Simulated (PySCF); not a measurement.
C3H5NOSi, SMILES O[Si@@H]1C=CC=N1. Coordinates come from a B3LYP-D3(BJ)/def2-SVP optimisation. The structure was generated by enumeration; whether it is a known compound was not checked. Other conformers were not sampled.

Give the equilibrium geometry at B3LYP-D3(BJ)/def2-SVP (PySCF confirms it by a frequency run) as a Z-matrix. (An estimate is asked for; the answer gives what the named calculation found.)

This is not unique; one that fits is 
```
Si
O 1 1.6601
H 2 0.9646 1 117.35
H 1 1.4802 2 105.57 3 -171.79
N 1 1.7882 4 111.74 2 -124.28
C 5 1.2794 1 106.83 4 -115.45
H 6 1.1054 5 121.27 1 178.14
C 6 1.5088 7 118.62 5 -179.82
C 8 1.3481 6 113.89 7 179.85
H 9 1.0920 8 122.71 6 179.61
H 8 1.0957 9 125.62 10 -0.40
```
